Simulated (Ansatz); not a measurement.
Reaction (ligand exchange at the Si–C bond): `BC[SiH3]` + `O[SiH](O)[SiH3]` → `O[SiH]([SiH3])O[SiH3]` + `BC`

Program: Ansatz. Geometries: PBE0-D4/def2-TZVP. ΔE: electronic, gas phase. CBS: MP2 limit from def2 TZ/QZ plus the TZ coupled-cluster correction, frozen cores. This one scheme is used for every species. DFT in def2-TZVPP. One conformer a species, not always the lowest.

```csv
level,ΔE (kJ/mol)
BHLYP-D4,-101.3
revPBE,-70.4
```

What does CCSD(T)/CBS give? (Estimate.)

Computed: -87.3 kJ/mol. The listed levels differ from it by -14.0, 16.9 kJ/mol.

What do rigid-rotor, harmonic-oscillator terms from PBE0-D4/def2-TZVP frequencies (298.15 K, 1 bar) make of the CCSD(T)/CBS value? (Estimate.)

The calculation gave: ΔZPE = -1.9 kJ/mol, ΔH = -87.2 kJ/mol, ΔS = 19 J/(mol·K), ΔG = -92.8 kJ/mol. Modes under 50 cm⁻¹ make the entropy rough.

Largest T1 diagnostic among the species: 0.013.

The D4 term adds −3.0 kJ/mol with B3LYP and −2.1 kJ/mol with PBE0; it sums over pairs of atoms, weighted by their polarisabilities, and B3LYP, whose exchange is more repulsive, gets the larger term. From BLYP to BHLYP (50 % exact exchange), in def2-TZVPP and without D4, ΔE moves by −12.7 kJ/mol. Leaving LDA and LC-ωPBE aside and taking each functional with its dispersion term where it has one, the values, not all of them listed here, spread over 29.3 kJ/mol, from BHLYP-D4 to revPBE-D4.

B3LYP here is the variant with VWN-RPA as its local correlation; programs differ in this.
